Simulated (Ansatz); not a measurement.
CHO₂ (SMILES O=C=[OH+]), charge +1, singlet, geometry from GFN2-xTB; HF/def2-SV(P) (Ansatz, a first-principles code).

The Ansatz input:
Ansatz 0.2 input:
```yaml
crystal:
  periodic: [false, false, false]
  atoms:
    - {symbol: O, position_ang: [1.21306943, -0.14410509, -0.06170642]}
    - {symbol: C, position_ang: [0.10887143, -0.00061822, -0.02177577]}
    - {symbol: O, position_ang: [-1.06740096, 0.07785148, 0.11883730]}
    - {symbol: H, position_ang: [-1.81857638, 0.53373819, -0.32639241]}
basis:
  gaussian:
    orbitals: def2-SV_P_.json
    symmetry_tolerance_ang: 0.01
hamiltonian:
  xc: hf
total_charge: 1
```
The basis file holds def2-SV(P) in the JSON format of the Basis Set Exchange.

What the program printed (banner, timings and long lists left out):

```
Functional definition: HF
434 factors; integrals over basis functions are off by at most 1.1e-3 eV
mean field evaluation 1: about -5103.0383 eV, gradient 4.9e1 eV
mean field evaluation 2: about -5103.0424 eV, gradient 4.9e1 eV
mean field evaluation 4: about -5107.1984 eV, gradient 4.0e0 eV
mean field evaluation 8: about -5107.2396 eV, gradient 3.7e-1 eV
mean field -5107.24023829 eV, -187.6876169453 hartree, gradient 2.6e-5 eV, S^2 0.000000; 0 other end points of the search recorded, 0 dependent functions left out
reference -5107.24023829 eV, -187.6876169453 hartree; 11, 11 occupied and 33, 33 virtual orbitals, 434 factors
Total energy: -5107.24023829 eV, -187.6876169453 hartree
```
